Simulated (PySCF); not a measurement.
**Mayer bond orders and bond lengths**

Compound: C6H9P.
Numbering: `[CH3:1][c:2]1[cH:3][cH:4][pH:5][c:6]1[CH3:7]` (hydrogens: H8, H9, H10 on C1; H11 on C3; H12 on C4; H13 on P5; H14, H15, H16 on C7)

Structure used (PBE0-D3(BJ)/def2-SVP), in Å, numbered top down from 1:
```
atom  x, y, z in Å
C1    -1.257   -1.086    0.990
C2    -0.075   -0.551    0.245
C3     1.188   -1.281    0.196
C4     2.186   -0.670   -0.488
P5     1.534    0.791   -1.315
C6    -0.038    0.639   -0.424
C7    -1.149    1.634   -0.544
H8    -1.106   -1.002    2.080
H9    -2.180   -0.545    0.742
H10   -1.418   -2.153    0.772
H11    1.298   -2.258    0.678
H12    3.183   -1.084   -0.642
H13    2.160    1.843   -0.577
H14   -1.386    2.089    0.432
H15   -2.077    1.172   -0.920
H16   -0.892    2.451   -1.233
```

Bond orders from the PBE0/pcSseg-1 density (PySCF). Isolated species at its PBE0-D3(BJ)/def2-SVP geometry, gas phase.

Q: Where do the orders between heavy atoms depart from those drawn in the SMILES?

A: The largest departure is 0.494, at P5–C6 (drawn aromatic, 1.006), counting aromatic bonds as 1.5. The bonds drawn aromatic range from 1.01 to 1.73.

Q: Set the Mayer orders of the bonds beside their lengths.

A: 
| bond | drawn as | length (Å) | Mayer order |
| --- | --- | --- | --- |
| C1–C2 | single | 1.496 | 1.096 |
| C2–C3 | aromatic | 1.460 | 1.135 |
| C3–C4 | aromatic | 1.355 | 1.731 |
| C4–P5 | aromatic | 1.801 | 1.016 |
| P5–C6 | aromatic | 1.813 | 1.006 |
| C6–C7 | single | 1.496 | 1.091 |
| C6–C2 | aromatic | 1.365 | 1.676 |
| C1–H8 | single | 1.103 | 0.941 |
| C1–H9 | single | 1.099 | 0.947 |
| C1–H10 | single | 1.101 | 0.945 |
| C3–H11 | single | 1.095 | 0.974 |
| C4–H12 | single | 1.091 | 0.953 |
| P5–H13 | single | 1.429 | 0.919 |
| C7–H14 | single | 1.103 | 0.947 |
| C7–H15 | single | 1.103 | 0.946 |
| C7–H16 | single | 1.099 | 0.950 |

By pair of heavy elements: C–C: lowest C6–C7 (1.091, 1.496 Å), highest C3–C4 (1.731, 1.355 Å). C–P: all 2 within 0.02 of one another (1.006 to 1.016).

Q: Sum the orders of all bonds at each heavy atom with more than one neighbour and set the sums beside the valence in the SMILES.

A: C1 3.929 (drawn 4), C2 3.907 (drawn 4), C3 3.840 (drawn 4), C4 3.700 (drawn 4), P5 2.941 (drawn 3), C6 3.773 (drawn 4), C7 3.934 (drawn 4). Orders between atoms that aren't bonded are not in these sums.

The Mayer order sums products of elements of PS (density times overlap matrix) between the two atoms' basis functions, so it depends on the basis set.

These values come from a run that also computed NMR shieldings. The run took 48 s (grids of density and orbitals included) on an Intel Xeon Platinum 8488C with one thread, no GPU (shared host), and the process peaked at 0.81 GiB of memory.
